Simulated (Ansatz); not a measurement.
Bond stretch in SeH (cation, charge +1), lowest triplet found (which spin is the ground state isn't settled by this scan).

Computed with Ansatz (a quantum-chemistry and plane-wave program) with full CI/cc-pVTZ, cores with 3d frozen.

The batch members p0 to p1 hold the bond at 1.09, 1.17 Å.

Ansatz input:

Ansatz 0.2 input:
```yaml
# input.yaml
basis:
  gaussian: { orbitals: cc-pvtz }
correlation:
  method: fci
  electrons: outside_noble_gas
scf:
  omitted_lower_state_checks: [cluster_reference, increment]
batch:
  members: [p0.yaml, p1.yaml]
  threads_per_member: 8

# p1.yaml, one of the 2 members of this batch
crystal:
  periodic: [false, false, false]
  atoms:
    - { symbol: Se, position_ang: [0.0, 0.0, 0.0] }
    - { symbol: H, position_ang: [0.0, 0.0, 1.17] }
total_charge: 1
magnetization:
  spin_polarized: false
  initial_magnetization: 2
```

Lines of the output on each member:

```
Member 0: Total energy: -65311.16391313 eV, -2400.1410043105 hartree
Member 0: Checks for a lower state left out: cluster_reference, increment
Member 1: Total energy: -65312.67724178 eV, -2400.1966181126 hartree
Member 1: Checks for a lower state left out: cluster_reference, increment
```
